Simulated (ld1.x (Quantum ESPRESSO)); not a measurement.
**u(r) = r·R(r): atom against pseudo-atom (O)**

Columns: radius, all-electron u(r) and pseudo u(r) of the 2s shell (level -24.42 eV) of oxygen in the configuration [He] 2s1 2p5; PBE, scalar-relativistic, TM scheme, ld1.x (Quantum ESPRESSO) 7.5.

```tsv
r (bohr)	all-electron	pseudo
0.095	0.4208	-0.1589
0.190	0.2740	-0.2652
0.285	-0.0307	-0.3246
0.380	-0.3345	-0.4132
0.475	-0.5823	-0.5853
0.570	-0.7622	-0.7622
0.665	-0.8784	-0.8784
0.760	-0.9415	-0.9415
0.855	-0.9633	-0.9633
0.950	-0.9547	-0.9547
1.045	-0.9249	-0.9249
1.140	-0.8810	-0.8810
1.235	-0.8284	-0.8284
1.330	-0.7712	-0.7712
1.425	-0.7122	-0.7122
1.520	-0.6536	-0.6536
1.615	-0.5967	-0.5967
1.710	-0.5423	-0.5423
1.805	-0.4912	-0.4912
1.900	-0.4436	-0.4436
1.995	-0.3995	-0.3995
2.090	-0.3591	-0.3591
2.185	-0.3221	-0.3221
2.280	-0.2885	-0.2885
2.375	-0.2580	-0.2580
2.470	-0.2305	-0.2305
```

(1) How many radial nodes do the two functions have?

(2) At about which radius was the pseudo-wave matched?

(3) Is the pseudo-wave norm-conserving?

Results:

(1) The all-electron 2s function has n − l − 1 = 1; the pseudo-wave has 0, since the states of the same l below it are removed with the core.

(2) 0.55 bohr, where the columns begin to agree (steps of 0.10 bohr).

(3) Yes: the TM scheme keeps the norm inside the radius equal to the all-electron one, which fixes the energy derivative of the logarithmic derivative at the level.
